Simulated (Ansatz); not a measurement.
(Br2Ga-mu-SH)2 (Ga2H2S2Br4). Charge 0, multiplicity 3. Geometry r2SCAN-D4/def2-SVP, that of the neutral singlet; atoms count from 1.

| atom | x (Å) | y (Å) | z (Å) |
| --- | --- | --- | --- |
| Ga1 | -1.5643 | -0.1750 | -0.4274 |
| Br2 | -3.0328 | -1.5860 | 0.6013 |
| Br3 | -2.1357 | 1.1693 | -2.1988 |
| S4 | -0.5039 | 1.1659 | 1.2461 |
| Ga5 | 1.3996 | -0.2155 | 0.8092 |
| Br6 | 1.6684 | -1.6503 | 2.5628 |
| Br7 | 3.0915 | 1.0979 | -0.0179 |
| S8 | 0.3993 | -1.4142 | -1.0034 |
| H9 | -0.1257 | 2.1312 | 0.3712 |
| H10 | 0.8036 | -0.5234 | -1.9431 |

At PBE0-D4/def2-TZVP a singlet of charge 0 lies 5.27 eV below the triplet at the same geometry.

(1) Estimate the Mulliken populations from the PBE0/def2-TZVP orbitals of Ansatz.

(2) Where does the spin sit?

(3) And the Mayer bond orders between bonded heavy atoms (over 0.3)?

## Answers

(1) 
| atom | charge (e) | spin (α − β) |
| --- | --- | --- |
| Ga1 | 0.54 | 0.01 |
| Br2 | -0.24 | 0.03 |
| Br3 | -0.25 | 0.02 |
| S4 | -0.20 | 0.33 |
| Ga5 | 0.26 | 0.49 |
| Br6 | -0.17 | 0.37 |
| Br7 | -0.16 | 0.43 |
| S8 | -0.20 | 0.33 |
| H9 | 0.21 | -0.01 |
| H10 | 0.21 | -0.01 |
Mulliken values and Mayer orders depend strongly on the basis.

(2) Summed by element: Ga 0.50, Br 0.85, S 0.67, H -0.02, of 2 unpaired in all. Largest on single atoms: Ga5 0.49, Br7 0.43, Br6 0.37.

(3) Ga1–Br2 1.06 (2.28 Å); Ga1–Br3 1.05 (2.30 Å); Ga1–S4 0.67 (2.39 Å); Ga1–S8 0.67 (2.39 Å); S4–Ga5 0.48 (2.39 Å); Ga5–Br6 0.86 (2.28 Å); Ga5–Br7 0.81 (2.30 Å); Ga5–S8 0.48 (2.39 Å).
